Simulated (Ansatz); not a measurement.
Gas-phase electronic energies from Ansatz, PBE0-D4/def2-TZVP geometries. CCSD(T)/CBS is the MP2 limit (def2-TZVPP, def2-QZVPP) plus CCSD(T) − MP2 in def2-TZVPP, frozen cores. DFT in def2-TZVPP. Each species was taken in one conformer, which may not be the lowest.

Consider the redistribution: `[SiH3]S[SiH2]Cl` + `COBC=O` → `CO[SiH2]S[SiH3]` + `O=CBCl`.

```csv
level,ΔE (eV)
ωB97M-V,0.63
B2PLYP,0.62
CCSD(T)/def2-TZVPP,0.60
MP2/def2-QZVPP,0.60
```

What does CCSD(T)/CBS give? (An estimate is asked.)

Ansatz gave: +0.62 eV. The listed levels differ from it by 0.01, 0.00, -0.02, -0.02 eV.

Largest T1 diagnostic among the species: 0.016.

The D4 term adds −0.03 eV with B3LYP and −0.02 eV with PBE0; it sums over pairs of atoms, weighted by their polarisabilities, and B3LYP, whose exchange is more repulsive, gets the larger term.

B3LYP here is the variant with VWN-RPA as its local correlation; programs differ in this.
